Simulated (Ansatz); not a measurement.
`C[Si]([AlH2])([SiH3])Cl` + `B[Si](O)(F)Cl` → `B[Si](F)(Cl)O[SiH3]` + `C[SiH]([AlH2])Cl`  (cleavage of the Si–Si bond)

Computed with Ansatz on PBE0-D4/def2-TZVP structures; ΔE is electronic, products minus reactants. CCSD(T)/CBS is the MP2 limit (def2-TZVPP, def2-QZVPP) plus CCSD(T) − MP2 in def2-TZVPP, frozen cores. DFT in def2-TZVPP. Each species was taken in one conformer, which may not be the lowest.

`C[Si]([AlH2])([SiH3])Cl`:

Cartesian coordinates in Å:
```
C 0.391 1.460 1.173
Si -0.352 0.118 0.095
Al -0.864 0.689 -2.234
Si 0.739 -1.924 0.448
Cl -2.339 -0.174 0.743
H 1.433 1.630 0.890
H -0.155 2.398 1.057
H 0.364 1.169 2.226
H -1.133 2.203 -2.639
H -1.049 -0.463 -3.310
H 0.762 -2.278 1.894
H 2.146 -1.821 -0.035
H 0.059 -3.008 -0.309
```

`B[Si](O)(F)Cl`:

Cartesian coordinates in Å:
```
B -0.475 1.150 -0.881
Si -0.072 -0.400 0.307
O 1.386 -0.274 1.012
F -1.163 -0.674 1.436
Cl -0.159 -2.032 -0.944
H -1.600 1.504 -1.059
H 0.403 1.684 -1.487
H 1.679 -0.958 1.616
```

`B[Si](F)(Cl)O[SiH3]`:

Z-matrix (Å, degrees):
```
Si
F 1 1.591
Cl 1 2.057 2 106.4
B 1 1.995 2 113.8 3 -113.6
O 1 1.611 2 107.8 3 118.0
H 4 1.193 1 121.0 2 25.2
H 4 1.193 1 119.9 2 -159.4
Si 5 1.647 1 148.0 2 -70.6
H 8 1.484 5 110.1 1 1.2
H 8 1.482 5 108.4 1 -119.2
H 8 1.482 5 108.4 1 121.6
```

`C[SiH]([AlH2])Cl`:

```xyz
10

C    -0.307   -0.116   -1.590
Si   -0.379    0.620    0.131
Al    0.725   -0.725    1.877
Cl    0.513    2.500    0.058
H     0.724   -0.261   -1.917
H    -0.814   -1.085   -1.605
H    -0.804    0.545   -2.305
H    -1.811    0.871    0.471
H     1.949   -0.151    2.708
H     0.204   -2.199    2.171
```

```csv
level,ΔE (kJ/mol)
PBE0-D4,-76.5
ωB97X-V,-94.3
SCS-MP2/def2-QZVPP,-108.8
MP2/CBS(def2),-100.4
```

(1) What does CCSD(T)/CBS give? (An estimate is asked.)

Largest T1 diagnostic among the species: 0.012.

Results:

(1) The calculation gave: -96.0 kJ/mol. The listed levels differ from it by 19.5, 1.7, -12.8, -4.4 kJ/mol.

From PBE to PBE0 (25 % exact exchange), in def2-TZVPP and without D4, ΔE moves by −10.0 kJ/mol. In def2-TZVPP, CCSD(T) changes the Hartree–Fock value by +33.1 kJ/mol (the triples alone add +5.4 kJ/mol) and MP2 by +28.7 kJ/mol. The D4 term adds +3.7 kJ/mol with B3LYP and +2.0 kJ/mol with PBE0; it sums over pairs of atoms, weighted by their polarisabilities, and B3LYP, whose exchange is more repulsive, gets the larger term.

B3LYP here is the variant with VWN-RPA as its local correlation; programs differ in this.
